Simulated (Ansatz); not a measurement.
Reaction (cleavage of the Si–Ge bond): `[OH][GeH]([SiH3])[SiH3]` + `CO[SiH](O)O` → `CO[SiH](O)O[SiH3]` + `[OH][GeH2][SiH3]`

Isolated molecules relaxed with PBE0-D4/def2-TZVP in Ansatz; ΔE leaves out vibrations. CCSD(T)/CBS is the MP2 limit (def2-TZVPP, def2-QZVPP) plus CCSD(T) − MP2 in def2-TZVPP, frozen cores. Functionals use def2-TZVPP. B3LYP here is the variant with VWN-RPA as its local correlation; programs differ in this. For Ge outer-core shells are correlated without core-valence functions, which leaves a few kJ/mol of doubt a bond. Scalar relativity is left out up to krypton. Each species was taken in one conformer, which may not be the lowest.

```csv
level,ΔE (kcal/mol),difference from CCSD(T)/CBS
r2SCAN-D4,-19.1,1.0
PBE0-D4,-16.7,3.4
PBE,-14.7,5.4
r2SCAN,-19.1,1.0
PBE0,-16.8,3.3
B3LYP,-20.4,-0.3
SCS-MP2/def2-TZVPP,-22.7,-2.6
HF/def2-QZVPP,-28.0,-7.9
MP2/CBS(def2),-21.0,-0.9
CCSD/CBS(def2),-21.0,-0.9
CCSD(T)/CBS,-20.1,0
```

Largest T1 diagnostic among the species: 0.013.

In def2-TZVPP, CCSD(T) changes the Hartree–Fock value by +6.8 kcal/mol (the triples alone add +0.9 kcal/mol) and MP2 by +6.0 kcal/mol. From PBE to PBE0 (25 % exact exchange), in def2-TZVPP and without D4, ΔE moves by −2.0 kcal/mol.
